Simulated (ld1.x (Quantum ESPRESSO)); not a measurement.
# Reading a pseudo-wave (silicon (Si))

Columns: radius, all-electron u(r) and pseudo u(r) of the 3s shell (level -10.72 eV) of silicon in the configuration [Ne] 3s2 3p2; PBEsol, non-relativistic, TM scheme, ld1.x (Quantum ESPRESSO) 7.5.

| r (bohr) | all-electron | pseudo |
| --- | --- | --- |
| 0.108 | 0.1065 | 0.0273 |
| 0.215 | -0.1622 | 0.0556 |
| 0.322 | -0.3174 | 0.0863 |
| 0.430 | -0.3280 | 0.1213 |
| 0.538 | -0.2418 | 0.1615 |
| 0.645 | -0.1083 | 0.2080 |
| 0.752 | 0.0411 | 0.2620 |
| 0.860 | 0.1884 | 0.3245 |
| 0.968 | 0.3214 | 0.3937 |
| 1.075 | 0.4345 | 0.4663 |
| 1.182 | 0.5275 | 0.5381 |
| 1.290 | 0.6019 | 0.6041 |
| 1.398 | 0.6581 | 0.6583 |
| 1.505 | 0.6972 | 0.6972 |
| 1.612 | 0.7219 | 0.7219 |
| 1.720 | 0.7341 | 0.7341 |
| 1.828 | 0.7358 | 0.7358 |
| 1.935 | 0.7288 | 0.7288 |
| 2.042 | 0.7148 | 0.7148 |
| 2.150 | 0.6952 | 0.6952 |
| 2.258 | 0.6714 | 0.6714 |
| 2.365 | 0.6448 | 0.6448 |
| 2.472 | 0.6161 | 0.6161 |
| 2.580 | 0.5857 | 0.5857 |
| 2.688 | 0.5547 | 0.5547 |
| 2.795 | 0.5237 | 0.5237 |

How many radial nodes do the two functions have?

The all-electron 3s function has n − l − 1 = 2; the pseudo-wave has 0, since the states of the same l below it are removed with the core.

At about which radius was the pseudo-wave matched?

1.55 bohr. The columns agree to 0.0005 from 1.40 bohr on; several derivatives are matched, so the curves merge somewhat inside the radius.

Is the pseudo-wave norm-conserving?

Yes: the TM scheme keeps the norm inside the radius equal to the all-electron one, which fixes the energy derivative of the logarithmic derivative at the level.
